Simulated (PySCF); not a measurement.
## Vertical excitation energies

Compound: MeSiCl2SBu, C5H12Cl2SSi.
Numbering: `[CH3:1][CH2:2][CH2:3][CH2:4][S:5][Si:6]([CH3:7])([Cl:8])[Cl:9]` (hydrogens: H10, H11, H12 on C1; H13, H14 on C2; H15, H16 on C3; H17, H18 on C4; H19, H20, H21 on C7)

Method used: PySCF, TDDFT wB97X-D/def2-SVPD, vertical, gas phase, core orbitals frozen in the response. Isolated species at its PBE0-D3(BJ)/def2-SVP geometry (one conformer only). Torsions of this conformer, `[CH3:1][CH2:2][CH2:3][CH2:4][S:5][Si:6]([CH3:7])([Cl:8])[Cl:9]`: C1–C2–C3–C4 -64°, C2–C3–C4–S5 178°, C3–C4–S5–Si6 82°, C4–S5–Si6–C7 52°.

```
state  E (eV)  λ (nm)  ν̃ (cm⁻¹)       f  |μ| (D)  main configurations (H = HOMO, L = LUMO)
   S1    5.79   214.2      46680  0.0063     0.53                                 H→L (75%)
   S2    6.61   187.6      53300   0.019     0.86                   H→L+1 (65%), H→L+5 (9%)
   S3    7.23   171.6      58280   0.010     0.61     H-1→L (23%), H→L+2 (19%), H→L+6 (19%)
   S4    7.26   170.7      58590   0.019     0.84     H→L+3 (40%), H→L+5 (24%), H→L+7 (14%)
   S5    7.56   164.0      60990   0.057     1.40   H-1→L (35%), H→L+2 (24%), H-1→L+1 (15%)
   S6    7.69   161.2      62040   0.024     0.91                  H→L+6 (34%), H→L+2 (20%)
   S7    7.85   158.0      63300   0.159     2.31                H-1→L+1 (43%), H-1→L (15%)
   S8    8.03   154.5      64740   0.013     0.65     H→L+4 (22%), H→L+8 (15%), H→L+2 (11%)
   S9    8.04   154.2      64850   0.021     0.84                  H→L+5 (30%), H→L+4 (24%)
  S10    8.09   153.2      65280  0.0095     0.56  H-2→L+1 (32%), H-2→L (18%), H-2→L+3 (8%)
```

Triplets, Tamm–Dancoff:

```
state  E (eV)  λ (nm)  main configurations (H = HOMO, L = LUMO)
   T1    5.46   227.3                                 H→L (70%)
   T2    6.05   204.9                  H→L+1 (49%), H→L+2 (16%)
   T3    6.73   184.2                   H-1→L (49%), H→L+6 (9%)
   T4    6.92   179.1     H→L+6 (22%), H→L+3 (22%), H-1→L (16%)
```

The lowest singlet lies at 5.79 eV (214 nm, ultraviolet) and is weak; its leading configuration is HOMO→LUMO (75%). The most intense listed level is S7 at 7.85 eV (158 nm, f = 0.159), 2.06 eV above S1. Löwdin shares by element: HOMO sulfur 68%, carbon 9% or more, silicon 6%, chlorine 5% or more; LUMO sulfur 31%, silicon 15%, chlorine 12% or more, carbon 8% or more (atoms not listed hold the other 34%). Orbital energies (eV): HOMO-3 -11.12, HOMO-2 -10.98, HOMO-1 -10.40, HOMO -9.14, LUMO 1.47, LUMO+1 1.70, LUMO+2 2.21. Of the 10 states listed, 8 reach f = 0.01 and none stays under 0.0005. The oscillator strengths of these states sum to 0.337; summed over the whole spectrum of an exact calculation they would give the number of electrons, 106 (Thomas–Reiche–Kuhn). All these states lie below the vertical ionisation energy of 9.26 eV (ΔSCF). The window holds the lowest 10 singlets.

On one thread of an Arm Neoverse V2, on a shared host, this took 4.0 min.
